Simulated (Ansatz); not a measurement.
RuNO3H⁺, that is RuO3(NH) with one electron fewer. The state is a doublet with charge 1. Geometry PBE0-D4/def2-SVP, that of the neutral singlet; atoms count from 1.

Cartesian coordinates in Å:
```
Ru 0.240 -0.150 -0.328
O 1.697 0.589 0.037
O 0.457 -1.756 -0.719
O -0.459 0.696 -1.591
N -0.789 -0.094 1.040
H -1.145 0.715 1.562
```

In the def2 sets Ru takes a core potential; there is no spin–orbit coupling. The charge 1 doublet is spin-contaminated (final ⟨S²⟩ up to 0.92, 0.75 for a pure state).

Problem. Estimate the Mulliken populations from the PBE0/def2-TZVP orbitals of Ansatz.

Solution. 
```tsv
atom	charge (e)	spin (α − β)	d electrons
Ru1	1.64	-0.33	5.54
O2	-0.24	0.40	–
O3	-0.28	-0.27	–
O4	-0.24	0.40	–
N5	-0.22	0.83	–
H6	0.35	-0.03	–
```
Mulliken values depend strongly on the basis.

Problem. Where does the spin sit?

Solution. Summed by element: Ru -0.33, O 0.53, N 0.83, H -0.03, of 1 unpaired in all. Largest on single atoms: N5 0.83, O2 0.40, O4 0.40.

Problem. And the Mayer bond orders between heavy atoms (over 0.3)?

Solution. Ru1–O2 1.58 (1.67 Å); Ru1–O3 1.68 (1.67 Å); Ru1–O4 1.58 (1.67 Å); Ru1–N5 1.35 (1.71 Å).
